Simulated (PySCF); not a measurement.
F$_{5}$V, charge -1, doublet, at a GFN2-xTB geometry (such geometries of metal compounds can be far from the true shape) (the multiplicity is a formal guess), with bond 6-1 at 2.0 times its length; B3LYP/STO-3G in PySCF.

PySCF was given this input:
```python
from pyscf import gto, scf, dft

mol = gto.Mole()
mol.atom = '''
    V    -0.044001    0.016631    0.057167
    F     1.150695   -0.707214    1.225068
    F    -1.273355    0.753575   -1.065708
    F     0.308927    1.530622    0.649151
    F     1.021446   -0.386073   -1.327064
    F    -2.146529   -2.483454    0.687754
'''
mol.basis = 'sto-3g'
mol.charge = -1
mol.spin = 1
mol.verbose = 4
mol.build()

mf = dft.UKS(mol)
mf.xc = 'b3lyp'
mf.init_guess = 'sap'
mf.kernel()
mf.analyze()
```

**Question.** Write the output that PySCF gives for this input, abridged.

**Answer.** 
```
PySCF version 2.14.0

[INPUT] verbose = 4
[INPUT] num. atoms = 6
[INPUT] num. electrons = 69
[INPUT] charge = -1
[INPUT] spin (= nelec alpha-beta = 2S) = 1
[INPUT] symmetry False subgroup None
[INPUT] Mole.unit = angstrom
[INPUT] Symbol           X                Y                Z      unit          X                Y                Z       unit  Magmom
[...]
nuclear repulsion = 416.924432183105
number of shells = 23
number of NR pGTOs = 129
number of NR cGTOs = 43
basis = sto-3g
ecp = {}

******** <class 'pyscf.dft.uks.UKS'> ********
method = UKS
initial guess = sap
damping factor = 0
level_shift factor = 0
DIIS = <class 'pyscf.scf.diis.CDIIS'>
diis_start_cycle = 1
diis_space = 8
diis_damp = 0
SCF conv_tol = 1e-09
SCF conv_tol_grad = None
SCF max_cycles = 50
direct_scf = True
direct_scf_tol = 1e-13
number electrons alpha = 35  beta = 34
XC library pyscf.dft.libxc version 7.1.2
    S. Lehtola, C. Steigemann, M. J. T. Oliveira, and M. A. L. Marques,  SoftwareX 7, 1–5 (2018)
XC functionals = b3lyp
    P. J. Stephens, F. J. Devlin, C. F. Chabalowski, and M. J. Frisch,  J. Phys. Chem. 98, 11623 (1994)
radial grids:
    Treutler-Ahlrichs [JCP 102, 346 (1995); DOI:10.1063/1.469408] (M4) radial grids

becke partition: Becke, JCP 88, 2547 (1988); DOI:10.1063/1.454033
pruning grids: <function nwchem_prune>
grids dens level: 3
symmetrized grids: False
atomic radii adjust function: <function treutler_atomic_radii_adjust>
small_rho_cutoff = 0
Set gradient conv threshold to 3.16228e-05
Initial guess from superposition of atomic potentials (doi:10.1021/acs.jctc.8b01089)
This is the Gaussian fit version as described in doi:10.1063/5.0004046.
Found SAP basis sapgrasplarge

WARN: SAP basis coefficients must be equal or closeto total electronic charge: -68.0 !≃ 69
Check fails with value 1.0

tot grids = 92216
init E= -1425.46481296227

cycle= 1 E= -1403.42813171356  delta_E=   22  |g|= 2.92  |ddm|= 4.52
cycle= 2 E= -1405.34555786539  delta_E= -1.92  |g|= 5.49  |ddm|= 7.32
cycle= 3 E= -1423.45317112218  delta_E= -18.1  |g|=  1.8  |ddm|= 4.85
cycle= 4 E= -1425.2761873552  delta_E= -1.82  |g|= 0.837  |ddm|= 1.65
cycle= 5 E= -1425.76375765781  delta_E= -0.488  |g|= 0.381  |ddm|= 1.03
cycle= 6 E= -1410.54648966145  delta_E= 15.2  |g|= 2.16  |ddm|=  3.7
cycle= 7 E= -1425.89167674236  delta_E= -15.3  |g|= 0.297  |ddm|= 3.61
cycle= 8 E= -1410.32303772237  delta_E= 15.6  |g|= 1.82  |ddm|= 3.66
cycle= 9 E= -1410.6975782946  delta_E= -0.375  |g|= 2.08  |ddm|= 0.241
cycle= 10 E= -1410.18027842877  delta_E= 0.517  |g|= 1.74  |ddm|= 0.314
cycle= 11 E= -1410.15946444354  delta_E= 0.0208  |g|= 1.74  |ddm|= 0.0377
cycle= 12 E= -1410.13255755323  delta_E= 0.0269  |g|= 1.73  |ddm|= 0.0582
cycle= 13 E= -1426.01701376767  delta_E= -15.9  |g|= 0.145  |ddm|=  3.6
cycle= 14 E= -1410.59832088076  delta_E= 15.4  |g|= 2.06  |ddm|= 3.56
cycle= 15 E= -1410.58942352653  delta_E= 0.0089  |g|= 2.07  |ddm|= 0.0517
cycle= 16 E= -1410.69772206979  delta_E= -0.108  |g|= 2.12  |ddm|= 0.0905
cycle= 17 E= -1413.04126421125  delta_E= -2.34  |g|= 3.08  |ddm|= 1.46
cycle= 18 E= -1410.62727181348  delta_E= 2.41  |g|= 2.04  |ddm|= 1.47
cycle= 19 E= -1410.63636246276  delta_E= -0.00909  |g|= 2.07  |ddm|= 0.132
cycle= 20 E= -1412.6269433983  delta_E= -1.99  |g|= 2.93  |ddm|=  1.6
cycle= 21 E= -1410.65302035983  delta_E= 1.97  |g|= 2.04  |ddm|= 1.71

cycle= 22 E= -1421.7428811578  delta_E= -11.1  |g|= 2.94  |ddm|= 4.57
cycle= 23 E= -1424.62774725461  delta_E= -2.88  |g|=  1.2  |ddm|= 1.72
cycle= 24 E= -1425.73646353025  delta_E= -1.11  |g|= 0.306  |ddm|=  1.5
cycle= 25 E= -1425.96495063295  delta_E= -0.228  |g|= 0.267  |ddm|= 1.26

cycle= 26 E= -1417.43757008217  delta_E= 8.53  |g|= 3.45  |ddm|= 3.01
cycle= 27 E= -1414.6104382431  delta_E= 2.83  |g|= 3.06  |ddm|= 0.917
cycle= 28 E= -1410.73790272526  delta_E= 3.87  |g|=  2.1  |ddm|= 1.67
cycle= 29 E= -1414.28909995176  delta_E= -3.55  |g|= 3.07  |ddm|= 1.66
cycle= 30 E= -1410.68721321088  delta_E=  3.6  |g|= 2.07  |ddm|= 1.67
[...]
cycle= 42 E= -1426.08249945851  delta_E= -1.24e-05  |g|= 0.000831  |ddm|= 0.0173
cycle= 43 E= -1426.08250320435  delta_E= -3.75e-06  |g|= 0.000583  |ddm|= 0.00754
cycle= 44 E= -1426.08250475247  delta_E= -1.55e-06  |g|= 0.000378  |ddm|= 0.00324
cycle= 45 E= -1426.08250735119  delta_E= -2.6e-06  |g|= 0.000288  |ddm|= 0.00688
cycle= 46 E= -1426.08250832688  delta_E= -9.76e-07  |g|= 0.000271  |ddm|= 0.00317
cycle= 47 E= -1426.08251068536  delta_E= -2.36e-06  |g|= 0.000189  |ddm|= 0.0114
cycle= 48 E= -1426.08251102428  delta_E= -3.39e-07  |g|= 0.000215  |ddm|= 0.00316
cycle= 49 E= -1426.082511241  delta_E= -2.17e-07  |g|= 0.000142  |ddm|= 0.00342
cycle= 50 E= -1426.08251132644  delta_E= -8.54e-08  |g|= 3e-05  |ddm|= 0.00209
SCF not converged.
SCF energy = -1426.08251132644 after 50 cycles  <S^2> = 0.84709107  2S+1 = 2.0948423
**** SCF Summaries ****
Total Energy =                       -1426.082511326435679
Nuclear Repulsion Energy =             416.924432183104670
One-electron Energy =                -2822.526487657826237
Two-electron Energy =                  979.519544148285831
Two-electron Coulomb Energy =         1077.799560907062187
DFT Exchange-Correlation Energy =      -98.280016758776412
**** MO energy ****
                             alpha | beta                alpha | beta
[...]
To work with the spin densities directly, `use mulliken_meta_spin()` only printing them here.

 ** Mulliken spin pop alpha/beta on meta-lowdin orthogonal AOs **
 ** Mulliken Spin Density (per AO)  **
spin_pop of  0 V 1s       -0.00000
spin_pop of  0 V 2s       -0.00000
spin_pop of  0 V 3s        0.00003
spin_pop of  0 V 4s       -0.05526
spin_pop of  0 V 2px      -0.00000
spin_pop of  0 V 2py      -0.00000
spin_pop of  0 V 2pz      -0.00000
spin_pop of  0 V 3px       0.00003
spin_pop of  0 V 3py      -0.00002
spin_pop of  0 V 3pz      -0.00000
spin_pop of  0 V 4px      -0.02430
spin_pop of  0 V 4py      -0.02811
spin_pop of  0 V 4pz       0.00017
spin_pop of  0 V 3dxy      0.18600
spin_pop of  0 V 3dyz      0.16142
spin_pop of  0 V 3dz^2     0.03471
spin_pop of  0 V 3dxz      0.06848
spin_pop of  0 V 3dx2-y2    0.04570
spin_pop of  1 F 1s       -0.00000
spin_pop of  1 F 2s       -0.00110
spin_pop of  1 F 2px      -0.01014
spin_pop of  1 F 2py      -0.00546
spin_pop of  1 F 2pz      -0.00317
spin_pop of  2 F 1s       -0.00000
spin_pop of  2 F 2s       -0.00110
spin_pop of  2 F 2px      -0.00441
spin_pop of  2 F 2py      -0.00878
spin_pop of  2 F 2pz      -0.00556
spin_pop of  3 F 1s        0.00000
spin_pop of  3 F 2s       -0.00377
spin_pop of  3 F 2px       0.00426
spin_pop of  3 F 2py      -0.01629
spin_pop of  3 F 2pz       0.00467
spin_pop of  4 F 1s       -0.00000
spin_pop of  4 F 2s       -0.00167
spin_pop of  4 F 2px      -0.01179
spin_pop of  4 F 2py       0.02060
spin_pop of  4 F 2pz      -0.00758
spin_pop of  5 F 1s       -0.00000
spin_pop of  5 F 2s        0.00018
spin_pop of  5 F 2px       0.24797
spin_pop of  5 F 2py       0.39867
spin_pop of  5 F 2pz       0.01560
 ** Mulliken Spin Density (per atom)  **
spin density of  0 V =      0.38884
spin density of  1 F =     -0.01986
spin density of  2 F =     -0.01984
spin density of  3 F =     -0.01113
spin density of  4 F =     -0.00043
spin density of  5 F =      0.66243
 ** Mulliken pop alpha/beta on meta-lowdin orthogonal AOs **
 ** Mulliken pop       alpha | beta **
In total            35.00000 | 34.00000
 ** Mulliken atomic charges   ( Nelec_alpha | Nelec_beta ) **
charge of  0V =      0.70677  (    11.34103     10.95219 )
charge of  1F =     -0.36583  (     4.67299      4.69284 )
charge of  2F =     -0.36583  (     4.67300      4.69284 )
charge of  3F =     -0.30157  (     4.64522      4.65635 )
charge of  4F =     -0.35604  (     4.67780      4.67824 )
charge of  5F =     -0.31750  (     4.98996      4.32754 )

WARN: System has nonzero charge -1; the dipole moment is origin-dependent.
Location of origin: [0. 0. 0.]

Dipole moment(X, Y, Z, Debye):  2.96399,  3.62494, -0.82482
```

Convergence was not reached.
